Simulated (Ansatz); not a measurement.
The same path of CH5NSSi (9 atoms, charge 0, multiplicity 1) was run twice with different band settings. Lost on the way: C2–S3, Si4–H8. Made: N1–Si4, S3–H8.

These are results of Ansatz 0.2.0, RKS B3LYP-D4/STO-3G, not measurements.

Relaxed end points:

```xyz
9
Properties=species:S:1:pos:R:3
N -0.407 0.269 -1.377
C -0.191 1.318 -0.607
S 0.304 1.092 1.070
Si 0.307 -1.063 1.009
H -0.695 0.643 -2.341
H -0.294 2.379 -0.914
H 1.278 -1.579 0.073
H 0.704 -1.456 2.342
H -1.007 -1.602 0.746
```

```xyz
9
Properties=species:S:1:pos:R:3
N -0.288 0.484 -0.953
C -0.189 1.806 -0.635
S 0.597 0.233 2.049
Si 0.086 -0.789 0.255
H -0.583 0.131 -1.909
H -0.490 2.325 -1.612
H 1.158 -1.607 -0.284
H 0.792 -0.943 2.714
H -1.083 -1.641 0.374
```

Common settings: movable images 7; climbing image yes; spring 5.0 eV/Å²; optimiser quadratic models (default); force threshold 0.05 eV/Å; iteration limit 60; end points relaxed.

| run | start path |
| --- | --- |
| 1 | through a guess of the saddle point |
| 2 | straight line |

Problem. What does each run give, and how far can it be trusted?

Solution. Run 1: converged after 12 iterations, highest image 4.176 eV above the first end. Neighbouring images differ by up to 2.0 eV, so the band resolves the path poorly. A vibrational analysis at the climbing image gives one clearly imaginary mode, 1263i cm⁻¹: a first-order saddle point.
Run 2: converged after 10 iterations, highest image 4.176 eV above the first end. Neighbouring images differ by up to 2.1 eV, so the band resolves the path poorly. Another band between the same ends (7 images) ends at a top of the same energy, where a vibrational analysis finds 1 clearly imaginary mode.
The orbitals stay closed-shell, which can raise the energy where a bond breaks towards radicals; this wasn't checked here. Limits of this set-up: minimal basis.
